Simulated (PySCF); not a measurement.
Relaxation of singlet [TlCl2]-

Computed with PySCF, PBE0, basis Tl def2-TZVPD with ECP60, Cl def2-TZVPD (scalar-relativistic core potentials, no spin–orbit coupling, density fitting). A (50,194) grid was used.

A start displaced from a saddle point along its imaginary mode, of C2v symmetry, held to at least that symmetry:

```xyz
3
charge -1 multiplicity 1, angstrom
Tl    0.0015   -0.0853    0.0000
Cl   -0.0045    0.2500    2.8641
Cl   -0.0045    0.2500   -2.8641
```

At each step, columns x, y, z (Å) and Fx, Fy, Fz (eV/Å):

```
step 0  E − E(last) = 33.98 kJ/mol
Tl   0.002  -0.085   0.000   0.003  -0.099   0.000
Cl  -0.004   0.250   2.864  -0.002   0.050  -0.114
Cl  -0.004   0.250  -2.864  -0.002   0.050   0.114
step 1  E − E(last) = 32.11 kJ/mol
Tl   0.003  -0.167   0.000   0.004  -0.129   0.000
Cl  -0.005   0.291   2.837  -0.002   0.064  -0.118
Cl  -0.005   0.291  -2.837  -0.002   0.064   0.118
step 2  E − E(last) = 29.31 kJ/mol
Tl   0.005  -0.266   0.000   0.003  -0.147   0.000
Cl  -0.006   0.340   2.807  -0.002   0.074  -0.171
Cl  -0.006   0.340  -2.807  -0.002   0.074   0.171
step 3  E − E(last) = 25.13 kJ/mol
Tl   0.007  -0.382   0.000   0.000  -0.119   0.000
Cl  -0.007   0.398   2.768   0.000   0.059  -0.255
Cl  -0.007   0.398  -2.768   0.000   0.059   0.255
step 4  E − E(last) = 21.00 kJ/mol
Tl   0.009  -0.489   0.000  -0.003  -0.020   0.000
Cl  -0.008   0.452   2.720   0.002   0.010  -0.324
Cl  -0.008   0.452  -2.720   0.002   0.010   0.324
step 5  E − E(last) = 13.11 kJ/mol
Tl   0.013  -0.725   0.000  -0.003   0.248   0.000
Cl  -0.010   0.570   2.546   0.002  -0.124  -0.393
Cl  -0.010   0.570  -2.546   0.002  -0.124   0.393
step 6  E − E(last) = 5.58 kJ/mol
Tl   0.015  -0.826   0.000   0.004   0.181   0.000
Cl  -0.011   0.620   2.377  -0.002  -0.091  -0.268
Cl  -0.011   0.620  -2.377  -0.002  -0.091   0.268
step 7  E − E(last) = 0.99 kJ/mol
Tl   0.016  -0.894   0.000   0.010  -0.142   0.000
Cl  -0.012   0.654   2.187  -0.005   0.071   0.009
Cl  -0.012   0.654  -2.187  -0.005   0.071  -0.009
step 8  E − E(last) = 0.56 kJ/mol
Tl   0.018  -1.027   0.000  -0.011   0.274   0.000
Cl  -0.013   0.721   2.061   0.005  -0.137  -0.084
Cl  -0.013   0.721  -2.061   0.005  -0.137   0.084
step 9  E − E(last) = 0.04 kJ/mol
Tl   0.017  -0.962   0.000   0.001  -0.018   0.000
Cl  -0.012   0.689   2.106   0.000   0.009   0.001
Cl  -0.012   0.689  -2.106   0.000   0.009  -0.001
step 10  E − E(last) = 0.00 kJ/mol
Tl   0.017  -0.969   0.000   0.000  -0.002   0.000
Cl  -0.012   0.692   2.098   0.000   0.001   0.000
Cl  -0.012   0.692  -2.098   0.000   0.001   0.000
```

It ends at C2v with Tl–Cl 2.680 Å (×2); Cl–Tl–Cl 105.3° (after a last refinement on a finer grid). The frequency run here used a shortcut that can spoil soft modes, so no verdict on minimum or saddle point is given.

Spin–orbit coupling, left out here, can matter for elements this heavy.
